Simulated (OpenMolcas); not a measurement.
OpenMolcas run: Ru4+

Ru4+ among 4 point charges of -2.5 e arranged as a tetrahedron (Td), 1.78 Å from the ion.

Input:

```
&GATEWAY
Coord
1

Ru 0.0 0.0 0.0
Basis=ANO-RCC-VDZP
Group=NoSym
NoMove
AngMom=0.0 0.0 0.0
AMFI
XField
4 Angstrom 0
1.027683 1.027683 1.027683 -2.500000
1.027683 -1.027683 -1.027683 -2.500000
-1.027683 1.027683 -1.027683 -2.500000
-1.027683 -1.027683 1.027683 -2.500000
&SEWARD
&RASSCF
FileOrb=start.orb
Symmetry=1
Spin=5
nActEl=4 0 0
Inactive=18
Ras2=5
CIRoot=5 5 1
SDav=5
CIMx=300
Iter=120 100
PrWF=0.3
OrbListing=Nothing
MaxOrb=0
>>> COPY $Project.JobIph JOB001
&RASSCF
FileOrb=start.orb
Symmetry=1
Spin=3
nActEl=4 0 0
Inactive=18
Ras2=5
CIRoot=45 45 1
SDav=45
CIMx=300
Iter=120 100
PrWF=0.3
OrbListing=Nothing
MaxOrb=0
>>> COPY $Project.JobIph JOB002
&RASSCF
FileOrb=start.orb
Symmetry=1
Spin=1
nActEl=4 0 0
Inactive=18
Ras2=5
CIRoot=50 50 1
SDav=50
CIMx=300
Iter=120 100
PrWF=0.3
OrbListing=Nothing
MaxOrb=0
>>> COPY $Project.JobIph JOB003
&RASSI
NrOfJobIphs=3 5 45 50
1 2 3 4 5
1 2 3 4 5 6 7 8 9 10 11 12 13 14 15 16 17 18 19 20 21 22 23 24 25 26 27
28 29 30 31 32 33 34 35 36 37 38 39 40 41 42 43 44 45
1 2 3 4 5 6 7 8 9 10 11 12 13 14 15 16 17 18 19 20 21 22 23 24 25 26 27
28 29 30 31 32 33 34 35 36 37 38 39 40 41 42 43 44 45 46 47 48 49 50
IphNames
JOB001
JOB002
JOB003
EJob
SpinOrbit
DIPRint=1.0
SOCoupling=1000.0
Subsets=2
Property=9
'ANGMOM' 1 'ANGMOM' 2 'ANGMOM' 3 'MLTPL  1' 1 'MLTPL  1' 2 'MLTPL  1' 3
'AMFI' 1 'AMFI' 2 'AMFI' 3
SOProperty=3
'ANGMOM' 1 'ANGMOM' 2 'ANGMOM' 3
```

Launched by
```bash
OMP_NUM_THREADS=1 MOLCAS_MEM=1689 MOLCAS_PROJECT=a pymolcas a.inp > a.log  # once for each step of the input, in one work folder
```

A driver script runs the steps one by one and writes start.orb anew before each from the orbitals found so far.

Output, cut to the results:

```
--- SEWARD ---
Basis set label: RU.ANO-RCC...6S5P3D1F.

      Electronic valence basis set:
      ------------------
      Associated Effective Charge  44.000000 au
      Associated Actual Charge     44.000000 au
      Nuclear Model: Point charge

      Shell  nPrim  nBasis  Cartesian Spherical Contaminant
         s      21       6        X
         p      18       5        X
         d      13       3                 X
         f       6       1                 X
                  Relativistic Douglas-Kroll-Hess integrals:
                    - DKH order of Hamiltonian: 2
                    - DKH order of Properties : 0
                  Atomic mean-field integrals
--- RASSCF ---
Wave function specifications:
      -----------------------------

      Number of closed shell electrons          36
      Number of electrons in active shells       4
      Max number of holes in RAS1 space          0
      Max nr of electrons in RAS3 space          0
      Number of inactive orbitals               18
      Number of active orbitals                  5
      Number of secondary orbitals              20
      Spin quantum number                      2.0
      State symmetry                             1
Orbital specifications:
      -----------------------

      Symmetry species                           1
                                                 a
      Frozen orbitals                            0
      Inactive orbitals                         18
      Active orbitals                            5
      RAS1 orbitals                              0
      RAS2 orbitals                              5
      RAS3 orbitals                              0
      Secondary orbitals                        20
      Deleted orbitals                           0
      Number of basis functions                 43
      Number of CSFs                             5
      Number of root(s) required                 5
      Iter CI   SX   CI       RASSCF       Energy    max ROT     max BLB   max BLB  Level Ln srch  Step   QN
          iter iter root      energy       change     param      element    value   shift minimum  type update
 Nr of preliminary CI iterations:   1
      Total energies have been shifted. Add                -4000.00 au
        1   1    8    0  -535.51175858    0.00E+00  -1.78E-01*  16  29 1 -3.50E-01*  0.30   0.00    SX    NO
        2   1    7    0  -535.84284696   -3.31E-01*  3.71E-02   17  30 1  8.62E-02*  0.43   0.00    SX    NO
        3   1    6    0  -535.85385366   -1.10E-02* -1.12E-02   19  28 1  1.00E-02*  0.42   0.00    SX    NO
        4   1    6    0  -535.85463011   -7.76E-04*  4.03E-03   22  27 1  3.33E-03*  0.42   0.00    SX    NO
        5   1    6    0  -535.85470842   -7.83E-05*  2.06E-03   22  27 1  1.17E-03*  0.42   1.51    LS   YES
        6   1    6    0  -535.85471864   -1.02E-05*  2.47E-04   17  30 1 -1.31E-03*  0.42   1.01    QN   YES
        7   1    5    0  -535.85471992   -1.27E-06*  1.42E-04   17  30 1 -1.48E-04*  0.42   1.15    QN   YES
        8   1    4    0  -535.85472001   -9.03E-08* -9.95E-06   12  34 1  1.04E-05   0.42   1.06    QN   YES
        9   1    4    0  -535.85472001   -7.50E-10   1.68E-06   17  22 1 -3.33E-06   0.42   1.13    QN   YES
      Convergence after  9 iterations
       10   1    4    0  -535.85472001   -3.18E-11   1.68E-06   16  20 1 -8.13E-07   0.42   1.13    QN   YES
      Natural orbitals and occupation numbers for root  1
      sym 1:   1.000000  -0.000000   1.000000   1.000000   1.000000
      Natural orbitals and occupation numbers for root  2
      sym 1:   1.000000   1.000000   1.000000   0.000000   1.000000
      Natural orbitals and occupation numbers for root  3
      sym 1:   0.000000   1.000000   1.000000   1.000000   1.000000
::    RASSCF root number  1 Total energy:  -4535.86483612
::    RASSCF root number  2 Total energy:  -4535.86483612
::    RASSCF root number  3 Total energy:  -4535.86483612
::    RASSCF root number  4 Total energy:  -4535.83954583
::    RASSCF root number  5 Total energy:  -4535.83954583
--- RASSCF ---
Wave function specifications:
      -----------------------------

      Number of closed shell electrons          36
      Number of electrons in active shells       4
      Max number of holes in RAS1 space          0
      Max nr of electrons in RAS3 space          0
      Number of inactive orbitals               18
      Number of active orbitals                  5
      Number of secondary orbitals              20
...
--- RASSI ---
SPIN-FREE ENERGIES:
  (Shifted by EMIN (a.u.) =      -4535.8648361247)

 SF State       Relative EMIN(au)   Rel lowest level(eV)    D:o, cm**(-1)      L_eff

     1             0.0000000000        0.0000000000              0.0000         2.0
     2             0.0000000000        0.0000000000              0.0000         2.0
     3             0.0000000000        0.0000000000              0.0000         2.0
     4             0.0252902938        0.6881839533           5550.5779         2.0
     5             0.0252902938        0.6881839533           5550.5779         2.0
     6             0.0697845223        1.8989335892          15315.9323         4.0
     7             0.0697845223        1.8989335892          15315.9323         4.0
     8             0.0697845223        1.8989335892          15315.9323         4.0
     9             0.0805214080        2.1910991353          17672.4063         4.5
    10             0.0805214080        2.1910991353          17672.4063         4.5
    11             0.0805214080        2.1910991353          17672.4063         4.5
    51             0.0891026659        2.4246070560          19555.7747         4.8
    13             0.0906409792        2.4664666941          19893.3955         4.4
    14             0.0906409792        2.4664666941          19893.3955         4.4
    12             0.0906409792        2.4664666941          19893.3955         4.4
    16             0.0989449946        2.6924304639          21715.9162         4.1
    17             0.0989449946        2.6924304639          21715.9162         4.1
    15             0.0989449946        2.6924304639          21715.9162         4.1
    19             0.0997138672        2.7133525550          21884.6642         4.6
    18             0.0997138672        2.7133525550          21884.6642         4.6
    21             0.1046115544        2.8466254135          22959.5823         2.8
...
```

Spin-orbit levels above the lowest (labels of Td):

```json
{"E (cm-1)": "0.0", "Degeneracy": "1", "Label": "A1", "2S+1": "5"}
{"E (cm-1)": "318.4", "Degeneracy": "3", "Label": "T1", "2S+1": "5"}
{"E (cm-1)": "633.1", "Degeneracy": "3", "Label": "T2", "2S+1": "5"}
{"E (cm-1)": "1342", "Degeneracy": "2", "Label": "E", "2S+1": "5"}
{"E (cm-1)": "1538", "Degeneracy": "3", "Label": "T1", "2S+1": "5"}
{"E (cm-1)": "2135", "Degeneracy": "3", "Label": "T2", "2S+1": "5"}
{"E (cm-1)": "6858", "Degeneracy": "1", "Label": "A2", "2S+1": "5"}
{"E (cm-1)": "6930", "Degeneracy": "3", "Label": "T2", "2S+1": "5"}
{"E (cm-1)": "6996", "Degeneracy": "2", "Label": "E", "2S+1": "5"}
{"E (cm-1)": "7041", "Degeneracy": "3", "Label": "T1", "2S+1": "5"}
{"E (cm-1)": "7085", "Degeneracy": "1", "Label": "A1", "2S+1": "5"}
{"E (cm-1)": "14390", "Degeneracy": "1", "Label": "A1", "2S+1": "3 (86 %)"}
{"E (cm-1)": "16244", "Degeneracy": "3", "Label": "T1", "2S+1": "3"}
{"E (cm-1)": "16557", "Degeneracy": "2", "Label": "E", "2S+1": "3"}
{"E (cm-1)": "16952", "Degeneracy": "3", "Label": "T2", "2S+1": "3"}
{"E (cm-1)": "18507", "Degeneracy": "3", "Label": "T1", "2S+1": "3"}
{"E (cm-1)": "18564", "Degeneracy": "1", "Label": "A2", "2S+1": "3"}
{"E (cm-1)": "18834", "Degeneracy": "3", "Label": "T2", "2S+1": "3"}
{"E (cm-1)": "19249", "Degeneracy": "2", "Label": "E", "2S+1": "3"}
{"E (cm-1)": "20409", "Degeneracy": "3", "Label": "T1", "2S+1": "3"}
```

An orbital triplet at a regular site is open to Jahn-Teller coupling, which can distort the site and quench the lowest spin-orbit gaps and is left out. Without dynamic correlation the repulsion within the d shell is too large (B by tens of per cent), so at a given field states of lower spin stand too high. Point charges give a weaker field than real ligands, and real ions of this kind are as a rule low spin; the high spin found here belongs to the model. This is an electrostatic model: the charges have no orbitals. No measured value stands beside these numbers.

The RASSCF and RASSI steps took 24 s on 1 thread of Arm Neoverse V1 (shared host); the integral step is not counted.
